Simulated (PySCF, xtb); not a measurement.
C3H7BO2, SMILES OB1CC(O)C1.

xtb with GFN2-xTB at its own geometry gives an orbital gap of 5.25 eV and a dipole moment of 1.49 D.

Coordinates come from a r2SCAN-D4/def2-SVP optimisation. This is a generated structure with no PubChem entry under its InChIKey; it may be hypothetical. The values are those of a single conformer.

Question: What does r2SCAN/def2-TZVP (PySCF) give? (The exact figures need the calculation; the answer reports its results.)

Answer: gap 5.86 eV (levels -6.26 and -0.40 eV), dipole 0.93 D.
